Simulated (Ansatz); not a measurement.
```yaml
crystal:
  periodic: [false, false, false]
  atoms:
    - {symbol: B, position_ang: [0.003096, 1.962726, 0.226010]}
    - {symbol: N, position_ang: [-1.335544, 1.499107, -0.205948]}
    - {symbol: B, position_ang: [-1.165732, 0.849940, 1.142400]}
    - {symbol: N, position_ang: [0.001124, 1.642670, 1.664659]}
    - {symbol: B, position_ang: [1.166344, 0.845980, 1.144732]}
    - {symbol: N, position_ang: [1.341035, 1.494596, -0.203271]}
    - {symbol: B, position_ang: [1.168428, 0.564396, -1.304945]}
    - {symbol: N, position_ang: [0.003308, 0.620488, -2.254897]}
    - {symbol: B, position_ang: [-1.163898, 0.568346, -1.307282]}
    - {symbol: N, position_ang: [-1.338659, -0.923187, -1.195364]}
    - {symbol: B, position_ang: [0.000482, -0.785265, -1.812734]}
    - {symbol: N, position_ang: [1.337895, -0.927722, -1.192666]}
    - {symbol: B, position_ang: [-1.168669, -1.412481, 0.161525]}
    - {symbol: N, position_ang: [-1.340620, -0.569110, 1.397156]}
    - {symbol: N, position_ang: [1.335893, -0.573652, 1.399832]}
    - {symbol: B, position_ang: [1.163517, -1.416427, 0.163867]}
    - {symbol: N, position_ang: [-0.004436, -2.263139, 0.590265]}
    - {symbol: B, position_ang: [-0.003584, -1.177266, 1.586672]}
basis:
  gaussian: {orbitals: def2-TZVP, initial_orbitals: start.molden}
hamiltonian: {xc: pbe0, dispersion: d4}
scf: {omitted_lower_state_checks: [starts]}
output: {forces: true, orbitals: {seedname: orbitals}}
```

The file start.molden holds the orbitals of an earlier run on this structure, at another level or in another basis.

```sh
$ ansatz run in.yaml --threads 4 --pin off --events-out ev --progress --plain --max-ram 6963MiB
```

(1) Does this run fit into the memory that it is given?

Answers

(1) No. It has 558 basis functions, and Ansatz plans for 6.94 GiB where 6.79 GiB are given.
